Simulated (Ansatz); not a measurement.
`C#C[SiH2][GaH2]` + H₂O → `C#C[SiH2]O` + `[GaH3]` at 700 K and 1 bar (formal hydrolysis of the Si–Ga bond).

Isolated molecules relaxed with PBE0-D4/def2-TZVP in Ansatz; ΔE leaves out vibrations. CCSD(T)/CBS adds triple-zeta CCSD(T) − MP2 to the extrapolated MP2 energy (def2 sets, frozen cores). This one scheme is used for every species. For Ga outer-core shells are correlated without core-valence functions, which leaves a few kJ/mol of doubt a bond. Scalar relativity is left out up to krypton. One conformer a species, not always the lowest.

```
          species  CCSD(T)/CBS energy (Eh)  H − E (kJ/mol)  S (J/(mol·K))
`C#C[SiH2][GaH2]`              -2292.05082           205.4          473.6
              H₂O                -76.37941            80.5          218.4
     `C#C[SiH2]O`               -442.75166           195.6          404.1
         `[GaH3]`              -1925.70545            80.8          262.3
```

H − E and S are ideal-gas, rigid-rotor, harmonic terms from PBE0-D4/def2-TZVP, for one conformer and one mirror image of each species. 1 Eh = 2625.50 kJ/mol, R = 8.31446 J/(mol·K).

**Question.** By hand: ΔE, ΔH, ΔS and ΔG.

**Answer.** ΔE = (-442.75166) + (-1925.70545) − (-2292.05082) − (-76.37941) = -0.02688 Eh = -70.6 kJ/mol. Δ(H − E) = 195.6 + 80.8 − 205.4 − 80.5 = -9.5, so ΔH = -80.1 kJ/mol. ΔS = 404.1 + 262.3 − 473.6 − 218.4 = -25.6 J/(mol·K). ΔG = -80.1 − 700 × (-25.6)/1000 = -62.2 kJ/mol.

**Question.** By hand: the equilibrium constant, and the temperature at which ΔG would vanish if ΔH and ΔS stayed fixed.

**Answer.** log₁₀ K = −ΔG/(RT ln 10) = 4.6. ΔG = 0 at ΔH/ΔS = 3129 K, far beyond where these terms or the molecules hold.

ΔH outweighs TΔS. A doubt of 5 kJ/mol in ΔE shifts log₁₀ K by 0.4 here. Other conformers and mirror images would add mixing entropy, several J/(mol·K) or more a flexible species. Modes under 60 cm⁻¹, often nearly free rotors, make the harmonic entropy too high. These are equilibria of isolated gas molecules and say nothing of rates. Largest T1 diagnostic: 0.014 (customary marks: 0.02 for closed shells, 0.045 for open ones).
